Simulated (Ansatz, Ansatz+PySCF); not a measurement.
```yaml
atoms:
  - { symbol: C, position_ang: [1.4000, 0.0000, 0.0000] }
  - { symbol: C, position_ang: [0.7000, 1.2124, 0.0000] }
  - { symbol: C, position_ang: [-0.7000, 1.2124, 0.0000] }
  - { symbol: C, position_ang: [-1.4000, 0.0000, 0.0000] }
  - { symbol: C, position_ang: [-0.7000, -1.2124, 0.0000] }
  - { symbol: C, position_ang: [0.7000, -1.2124, 0.0000] }
  - { symbol: O, position_ang: [2.6500, 0.0000, 0.0000] }
  - { symbol: H, position_ang: [1.2425, 2.1521, 0.0000] }
  - { symbol: O, position_ang: [-1.3250, 2.2950, 0.0000] }
  - { symbol: H, position_ang: [-2.4850, 0.0000, 0.0000] }
  - { symbol: H, position_ang: [-1.2425, -2.1521, 0.0000] }
  - { symbol: H, position_ang: [1.2425, -2.1521, 0.0000] }
```

Basis set: def2-SVP (spherical functions). Charge 0, multiplicity 3.

Computed with Ansatz (development build ahead of 0.2.0); each method stands on the lowest determinant of its kind that the runs found. Restricted functionals stand beside restricted open-shell atoms, which can lie above the unrestricted atoms usual in DFT and then raise those values.

Give the atomization energy at this shape (free ground-state atoms in the same class of orbitals less the molecule, no zero-point energy) of triplet C6H4O2 by ωB97X (unrestricted), PBE0 (unrestricted), PBE0 (restricted open-shell), UHF, ROHF.

| method | atomization energy |
| --- | --- |
| ωB97X (unrestricted) | 5870.7 kJ/mol |
| PBE0 (unrestricted) | 5972.5 kJ/mol |
| PBE0 (restricted open-shell) | 5981.9 kJ/mol |
| UHF | 4287.0 kJ/mol |
| ROHF | 4204.4 kJ/mol |

Caution: another spin multiplicity may lie lower. Caution for ωB97X (unrestricted), UHF: the unrestricted determinant is spin contaminated. Caution for ROHF: an unrestricted determinant lies well below.

The shape needn't be a minimum at these levels.
